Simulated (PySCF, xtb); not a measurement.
AlH, SMILES [AlH] (connectivity only; charge and spin as stated), neutral, multiplicity 1.

xtb with GFN2-xTB at its own geometry gives an orbital gap of 2.29 eV and a dipole moment of 1.58 D.

The structure is a stationary point at B3LYP-D3(BJ)/def2-TZVPD.

Q: What does PBE0/def2-TZVPD (PySCF) give? (An estimate is asked for; the answer gives what the named calculation found.)

A: gap 4.03 eV (levels -5.83 and -1.80 eV), dipole 0.10 D.
